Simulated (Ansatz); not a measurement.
The inner images of a band of BrClH4MgSi (8 atoms, charge 0, multiplicity 1) are given out of order.

All numbers below come from Ansatz, RKS B3LYP-D4/def2-SVP.

First end point:

```xyz
8
Properties=species:S:1:pos:R:3
Mg -0.580 -1.305 -0.522
Si 1.099 0.024 0.897
Cl -1.790 -2.848 -1.565
H -1.105 1.940 -0.866
Br -2.000 1.056 -1.553
H 2.546 -0.309 0.684
H 0.971 1.488 0.547
H 0.859 -0.046 2.377
```

Last end point:

```xyz
8
Properties=species:S:1:pos:R:3
Mg -1.499 -0.557 -1.198
Si 1.026 0.366 0.814
Cl -0.671 -2.503 -0.545
H -0.066 0.652 -0.194
Br -2.816 1.119 -2.197
H 2.062 -0.460 0.149
H 1.558 1.701 1.198
H 0.407 -0.320 1.974
```

Q: Put them in order from the first end to the last, with their energies above the first end.
A.
```xyz
8
Properties=species:S:1:pos:R:3
Mg -1.441 -0.789 -1.208
Si 1.027 0.480 0.859
Cl -1.303 -2.987 -1.139
H -0.087 0.332 -0.135
Br -2.220 1.360 -1.798
H 2.186 -0.314 0.378
H 1.308 1.935 0.877
H 0.531 -0.018 2.167
```
B.
```xyz
8
Properties=species:S:1:pos:R:3
Mg -0.850 -1.056 -0.708
Si 0.930 0.292 0.769
Cl -1.600 -3.022 -1.373
H -0.622 1.010 -0.526
Br -1.843 1.336 -1.486
H 2.260 -0.306 0.428
H 1.107 1.778 0.700
H 0.619 -0.032 2.197
```
C.
```xyz
8
Properties=species:S:1:pos:R:3
Mg -0.711 -1.243 -0.599
Si 0.978 0.102 0.815
Cl -1.717 -3.002 -1.491
H -0.724 1.525 -0.629
Br -1.870 1.261 -1.475
H 2.413 -0.225 0.545
H 0.875 1.593 0.542
H 0.757 -0.011 2.292
```
D.
```xyz
8
Properties=species:S:1:pos:R:3
Mg -1.540 -0.648 -1.259
Si 1.047 0.405 0.847
Cl -0.946 -2.732 -0.838
H -0.037 0.386 -0.197
Br -2.600 1.319 -2.000
H 2.179 -0.408 0.339
H 1.421 1.834 1.011
H 0.476 -0.156 2.097
```
E.
```xyz
8
Properties=species:S:1:pos:R:3
Mg -1.112 -0.913 -0.931
Si 0.939 0.451 0.790
Cl -1.528 -3.045 -1.297
H -0.254 0.680 -0.244
Br -1.940 1.279 -1.618
H 2.148 -0.327 0.374
H 1.225 1.894 0.782
H 0.521 -0.019 2.143
```

A: C (+6.5 kJ/mol), B (+26.6 kJ/mol), E (-73.7 kJ/mol), A (-150.9 kJ/mol), D (-160.5 kJ/mol).

Time of the run: 2.5 min on 2 threads of Arm Neoverse V1 (shared host), peak memory 0.25 GiB.
